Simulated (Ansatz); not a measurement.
Two members of one family (Series BiMe2X), computed with Ansatz in the gas phase; def2 core potentials for Bi, no spin–orbit coupling. The two geometries come from different levels. Binding counts from free atoms in the multiplicity of their measured ground term, without zero-point energy. The structures are stationary points that may keep the symmetry of their start.

First: BiMe2Cl (singlet, charge 0, B3LYP-D4/def2-SVP geometry).

```csv
atom,x (Å),y (Å),z (Å)
Bi1,-0.856,0.550,0.990
C2,-1.210,-0.877,-0.766
H3,-0.848,-1.881,-0.495
H4,-0.647,-0.487,-1.625
H5,-2.282,-0.914,-1.003
C6,1.414,0.282,0.857
H7,1.905,1.020,1.506
H8,1.710,0.443,-0.188
H9,1.677,-0.738,1.178
Cl10,-0.863,2.603,-0.456
```

| level | HOMO (eV) | LUMO (eV) | gap (eV) | binding per atom (eV) |
| --- | --- | --- | --- | --- |
| PBE-D4/def2-SVP | -5.93 | -2.06 | 3.86 | 3.50 |
| PBE-D4/def2-TZVP | -6.13 | -2.27 | 3.86 | 3.51 |
| r2SCANh-D4/def2-TZVP | -6.77 | -1.80 | 4.97 | 3.42 |
| PBE0-D4/def2-SVP | -7.06 | -1.33 | 5.73 | 3.43 |
| r2SCAN0-D4/def2-TZVP | -7.36 | -1.40 | 5.96 | 3.38 |

Second: BiMe2Br (singlet, charge 0, PBE0-D4/def2-SVP geometry).

Cartesian coordinates in Å:
```
Bi -1.1103 -0.8236 0.2428
C 0.7203 -0.3026 1.4715
H 1.5777 -0.2078 0.7903
H 0.9111 -1.0985 2.2050
H 0.5419 0.6523 1.9910
C -0.7463 0.8895 -1.1941
H -1.4073 0.7833 -2.0650
H 0.3039 0.8565 -1.5147
H -0.9556 1.8389 -0.6783
Br 0.1646 -2.5881 -1.2485
```

Problem. What does the change do? Estimate second minus first.

Solution. 
```tsv
level	Δ HOMO (eV)	Δ LUMO (eV)	Δ gap (eV)	Δ binding per atom (eV)
PBE-D4/def2-SVP	0.07	-0.10	-0.18	-0.04
PBE-D4/def2-TZVP	0.10	-0.05	-0.15	-0.04
r2SCANh-D4/def2-TZVP	0.10	-0.08	-0.18	-0.03
PBE0-D4/def2-SVP	0.09	-0.13	-0.22	-0.03
r2SCAN0-D4/def2-TZVP	0.10	-0.09	-0.19	-0.03
```
